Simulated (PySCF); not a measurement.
All values below come from PBE-D3(BJ)/def2-TZVP // PBE0-D3(BJ)/def2-TZVP (PySCF 2.14.0). All species are isolated molecules in the gas phase. 

Reference species (SMILES): `[SiH3][Si][SiH3]` (lower singlet) (neutral, multiplicity 1).

```json
{
  "dipole_moment": "0.09 D"
}
```

Changed species: `C#C[Si][SiH3]` (lower singlet) (X = ethynyl, multiplicity 1; the reference has X = silyl, multiplicity 1).

Question: Give the shifts of the dipole moment.

Answer: the dipole moment goes up by 0.99 D, to 1.08 D.
